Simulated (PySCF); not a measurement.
A geometry optimisation, step by step.

Compound: CH5GeNO.
SMILES with atom numbers: `[H]/[N:1]=[CH:2]/[O:3][GeH3:4]` (hydrogens: H5 on N1; H6 on C2; H7, H8, H9 on Ge4)

Computed by this run: PBE0-D3(BJ)/def2-SVP geometry optimisation, gas phase (PySCF); density fitting, grid level 1; the optimiser is geomeTRIC in internal coordinates, started from a GFN2-xTB structure with every atom displaced at random (about 0.01 Å). The frame can shift and turn from step to step; on so coarse a grid that alone can change the energy by a few meV, and forces under 0.02 eV/Å are noise.

Step 0: E = -61150.7010 eV, largest atomic force 2.057 eV/Å
```
atom  x, y, z in Å  |  force x, y, z in eV/Å
N1      1.172    0.559   -0.489   -0.592   1.767  -0.870
C2      1.136   -0.531    0.107    0.616  -1.185   0.508
O3     -0.010   -1.009    0.532    0.604  -0.749   0.383
Ge4    -1.317    0.157    0.115   -0.685   0.128   0.202
H5      2.056    0.905   -0.818    0.573  -0.065  -0.021
H6      2.007   -1.155    0.318    0.201  -0.439   0.194
H7     -1.422    0.240   -1.364   -0.191   0.154  -0.862
H8     -2.467   -0.621    0.710   -0.534  -0.221   0.198
H9     -1.098    1.439    0.855    0.007   0.610   0.268
```

Step 1: E = -61150.8297 eV, largest atomic force 0.826 eV/Å
```
atom  x, y, z in Å  |  force x, y, z in eV/Å
N1      1.270    0.659   -0.560   -0.083  -0.068   0.048
C2      1.203   -0.455    0.047   -0.132   0.202  -0.081
O3      0.042   -0.916    0.472   -0.612   0.520  -0.191
Ge4    -1.381    0.274    0.053    0.508  -0.430   0.096
H5      2.208    0.927   -0.847    0.098  -0.084   0.029
H6      2.044   -1.132    0.283   -0.010   0.018  -0.011
H7     -1.535    0.404   -1.480    0.054  -0.037   0.267
H8     -2.559   -0.527    0.662    0.176   0.067  -0.063
H9     -1.185    1.614    0.790    0.001  -0.189  -0.093
```

Step 2: E = -61150.8460 eV, largest atomic force 0.881 eV/Å
```
atom  x, y, z in Å  |  force x, y, z in eV/Å
N1      1.306    0.686   -0.579   -0.516  -0.063   0.110
C2      1.171   -0.417    0.032    0.767  -0.313   0.044
O3      0.018   -0.891    0.461   -0.402   0.715  -0.321
Ge4    -1.387    0.265    0.059    0.064  -0.299   0.144
H5      2.272    0.883   -0.833   -0.002  -0.060   0.034
H6      1.997   -1.109    0.275    0.067  -0.032   0.009
H7     -1.540    0.390   -1.458    0.025   0.011  -0.006
H8     -2.537   -0.550    0.672   -0.029   0.026  -0.008
H9     -1.193    1.593    0.793    0.025   0.015  -0.007
```

Step 3: E = -61150.8175 eV, largest atomic force 0.988 eV/Å
```
atom  x, y, z in Å  |  force x, y, z in eV/Å
N1      1.212    0.674   -0.560    0.784   0.271  -0.257
C2      1.168   -0.437    0.042   -0.355  -0.089   0.083
O3     -0.003   -0.876    0.455    0.404  -0.818   0.379
Ge4    -1.350    0.267    0.053   -0.345   0.169   0.028
H5      2.170    0.897   -0.827   -0.010   0.197  -0.102
H6      2.011   -1.113    0.274   -0.071   0.040  -0.005
H7     -1.470    0.385   -1.449   -0.104   0.058  -0.354
H8     -2.504   -0.526    0.654   -0.268  -0.096   0.097
H9     -1.127    1.578    0.779   -0.034   0.268   0.133
```

Step 4: E = -61150.8522 eV, largest atomic force 0.509 eV/Å
```
atom  x, y, z in Å  |  force x, y, z in eV/Å
N1      1.259    0.682   -0.571    0.341   0.015  -0.054
C2      1.172   -0.427    0.036   -0.122  -0.032   0.019
O3      0.000   -0.868    0.451    0.340  -0.353   0.139
Ge4    -1.370    0.265    0.057   -0.224   0.046   0.060
H5      2.225    0.883   -0.827   -0.022   0.114  -0.056
H6      2.004   -1.114    0.275   -0.041   0.010   0.006
H7     -1.505    0.386   -1.447   -0.062   0.051  -0.278
H8     -2.516   -0.541    0.664   -0.201  -0.062   0.068
H9     -1.160    1.581    0.785   -0.008   0.211   0.095
```

Step 5: E = -61150.8692 eV, largest atomic force 0.093 eV/Å
```
atom  x, y, z in Å  |  force x, y, z in eV/Å
N1      1.295    0.679   -0.575    0.061  -0.037   0.008
C2      1.189   -0.429    0.033   -0.046   0.078  -0.025
O3      0.015   -0.870    0.449   -0.053   0.013  -0.005
Ge4    -1.388    0.262    0.062    0.034  -0.050   0.022
H5      2.259    0.887   -0.833   -0.007   0.002  -0.002
H6      2.011   -1.124    0.279    0.003  -0.010   0.002
H7     -1.538    0.394   -1.457   -0.001   0.004   0.018
H8     -2.546   -0.545    0.674    0.016   0.011  -0.008
H9     -1.188    1.595    0.790   -0.006  -0.011  -0.010
```

Step 6: E = -61150.8697 eV, largest atomic force 0.029 eV/Å
```
atom  x, y, z in Å  |  force x, y, z in eV/Å
N1      1.306    0.680   -0.579   -0.005  -0.014   0.010
C2      1.189   -0.425    0.031    0.020   0.006  -0.020
O3      0.013   -0.863    0.445   -0.014   0.022  -0.004
Ge4    -1.392    0.261    0.064    0.000  -0.022   0.010
H5      2.272    0.879   -0.834   -0.003   0.000   0.003
H6      2.007   -1.125    0.280   -0.001  -0.004   0.004
H7     -1.545    0.396   -1.453    0.000   0.005  -0.001
H8     -2.546   -0.549    0.676    0.000   0.003   0.000
H9     -1.196    1.593    0.793    0.002   0.004  -0.002
```

Step 7: E = -61150.8697 eV, largest atomic force 0.023 eV/Å
```
atom  x, y, z in Å  |  force x, y, z in eV/Å
N1      1.310    0.680   -0.579   -0.007  -0.003  -0.001
C2      1.189   -0.425    0.028    0.015   0.008   0.016
O3      0.013   -0.862    0.443   -0.004  -0.001  -0.012
Ge4    -1.394    0.261    0.064   -0.002  -0.006   0.008
H5      2.277    0.879   -0.831    0.000  -0.003  -0.004
H6      2.005   -1.127    0.279   -0.003  -0.004  -0.004
H7     -1.550    0.396   -1.453    0.002   0.004  -0.004
H8     -2.546   -0.548    0.679   -0.002   0.000   0.000
H9     -1.196    1.594    0.791    0.001   0.004   0.000
```

Q: Summarise the path.

A: The energy falls by 3.89 kcal/mol from step 0 to step 7; nine tenths of that is first reached at step 5. It rises by more than 0.2 meV at step 3. The largest force goes from 2.057 to 0.023 eV/Å. Among the bonds Ge4–H7 changes most, from 1.486 to 1.531 Å; the atoms move by 0.122 Å rms after alignment.

The cost below is that of the whole optimisation. The run took 30 s on one thread, Arm Neoverse V1 (aarch64), on a shared host, and the process peaked at 0.41 GiB of memory.
